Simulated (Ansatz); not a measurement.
Ideal-gas functions of `[O]=[W](=[O])([Cl])[Cl]` at 500 K and 1 bar, from an Ansatz frequency run at PBE0-D4/def2-TZVP.

Molar mass 286.74 g/mol, point group C2v (symmetry number 2), electronic degeneracy 1, moments of inertia 189.522, 310.5, 382.0 u Å². Harmonic wavenumbers (cm⁻¹, unscaled): 115, 167, 218, 235, 349, 430, 435, 1025, 1069.

Use S(trans) = R[1.5 ln M + 2.5 ln T − 1.1517]; rotational temperatures θ = 24.2544 K / I; S(rot) = R[ln(√π/σ · √(T³/θAθBθC)) + 1.5]; for each mode x = 1.438777 ν̃/T, S = R[x/(eˣ − 1) − ln(1 − e⁻ˣ)] and H = RT x/(eˣ − 1); 1 cm⁻¹ = 0.0119627 kJ/mol; R = 8.31446 J/(mol·K).

Question: By hand: the entropy, in J/(mol·K).

Answer: Translation 190.2. Rotation: θ = 0.128, 0.0781, 0.0635 K, giving 119.6. Vibration, mode by mode: 17.55, 14.49, 12.33, 11.72, 8.62, 7.05, 6.97, 1.80, 1.63, in all 82.2. Electronic 0.0. Sum 392.0 J/(mol·K).

Question: By hand: H − E and G − E in kJ/mol, counted from the electronic energy.

Answer: Zero-point energy ½ × 4043 × 0.0119627 = 24.2; thermal vibration 20.5; translation, rotation and pV give 4 RT = 16.6. H − E = 61.3 kJ/mol, and G − E = 61.3 − 500 × 392.0/1000 = -134.7 kJ/mol.

Vibration gives 21 % of the entropy, 17.5 J/(mol·K) of it from the mode under 150 cm⁻¹: soft modes count most, and the harmonic formula is weakest for them.
